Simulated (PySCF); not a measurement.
## CsAs: one state, many levels of theory

State: ³Σ⁻ (triplet), unpaired electrons π ↑↑. Set-up: basis Cs def2-SVP with ECP46, As def2-SVP; scalar-relativistic core potentials; PySCF 2.14. De refers to Cs + As in their high-spin ground configurations, without counterpoise correction. The functionals are run spin-unrestricted. A positive dipole means Cs(−)As(+). Levels whose curve was spin-contaminated or gave no clean fit are not listed.

```json
{"Level": "UHF-MP2", "Re (Å)": "3.489", "ωe (cm⁻¹)": "112", "De (eV)": "0.58", "μ (D)": "n/a"}
{"Level": "UHF-SCS-MP2", "Re (Å)": "3.505", "ωe (cm⁻¹)": "110", "De (eV)": "0.61", "μ (D)": "n/a"}
{"Level": "PBE", "Re (Å)": "3.466", "ωe (cm⁻¹)": "109", "De (eV)": "1.28", "μ (D)": "-7.88"}
{"Level": "BLYP", "Re (Å)": "3.514", "ωe (cm⁻¹)": "104", "De (eV)": "1.26", "μ (D)": "-7.55"}
{"Level": "BP86", "Re (Å)": "3.464", "ωe (cm⁻¹)": "110", "De (eV)": "1.30", "μ (D)": "-8.04"}
{"Level": "r²SCAN", "Re (Å)": "3.468", "ωe (cm⁻¹)": "112", "De (eV)": "1.24", "μ (D)": "-9.20"}
{"Level": "PBE0", "Re (Å)": "3.444", "ωe (cm⁻¹)": "115", "De (eV)": "1.18", "μ (D)": "-9.24"}
{"Level": "M06", "Re (Å)": "3.424", "ωe (cm⁻¹)": "120", "De (eV)": "1.35", "μ (D)": "-9.72"}
```

Task: What does a quarter of exact exchange do here, going from PBE to PBE0?

Result: PBE0 less PBE: -2.2 pm in Re, +5.5 % in ωe, -0.10 eV in De. Exact exchange removes part of the self-interaction that spreads semilocal densities, and in most molecules shortens and stiffens the bond and lowers De; so it does here.

Task: What does the step from GGA to meta-GGA do here, going from PBE to r²SCAN?

Result: r²SCAN less PBE: +0.2 pm in Re, +2.8 % in ωe, -0.04 eV in De. 

Correlated steps freeze 9 core orbitals. Correlated levels converge slowly with the basis: in double zeta they bind strong bonds too weakly, by up to about 1 eV, and carry superposition errors of some tenths. These are scalar-relativistic numbers at best; spin–orbit coupling would shift them, the dissociation energy most. The state was picked by a PBE0 search and need not be the measured ground state.

The whole job (state search and all levels along the bond) took about 2.4 min on 1 thread of Arm Neoverse V1 (shared host), peak memory 0.72 GiB.
